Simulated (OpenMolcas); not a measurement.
Ag: terms and fine structure

* Program: OpenMolcas 26.06
* Method: XMS-CASPT2, IPEA 0.25 Eh, imaginary shift 0.1 Eh (closed shells correlated: 4s 4p)
* Basis: ANO-RCC-VTZP [7s6p4d2f1g]
* Scalar Hamiltonian: DKH2, point nucleus
* Active space: 11 electrons in 6 orbitals (4d 5s)
* State averaging: 2S+1 = 2 even, 6 roots
* Spin-orbit coupling: state interaction with AMFI integrals over the reference wave functions, term energies averaged over their components

Spin-free terms above the lowest, with the occupations of the reference:

```
Configuration  Term  E (eV)       Occupations
      4d10 5s    2S  0.0000  4d 10.00 5s 1.00
      4d9 5s2    2D   4.069   4d 9.00 5s 2.00
```

With spin-orbit coupling, above the lowest level:

```
Configuration  Term    J  E (eV)  Measured (eV)      g  Term weight %
      4d10 5s    2S  1/2  0.0000         0.0000  2.002            100
      4d9 5s2    2D  5/2   3.857         3.7496  1.200            100
      4d9 5s2    2D  3/2   4.386         4.3040  0.800            100
```

Against the 2 measured excited levels shown (NIST Handbook of Basic Atomic Spectroscopic Data) the mean absolute deviation is 760 cm-1; the largest miss in energy is 4d9 5s2 2D 5/2: computed 3.857, measured 3.7496 eV (+2.9 %).

CASPT2 breaks the degeneracy within a term, and the mean is taken; among the terms shown or strongly mixed into the levels shown the widest spread is 120 cm-1 (4d9 5s2 2D). A single d shell beside an s shell can misplace configurations of different d count against each other. Computed and measured levels are paired by configuration, term and J; levels that our copy of the source lacks, or whose pairing is in doubt (as where it misses far off the trend of its configuration), stay unpaired and out of the deviations. Levels of configurations outside the active space are missing.

The term weight is that of the spin-free term in the level, not the purity of its configuration.
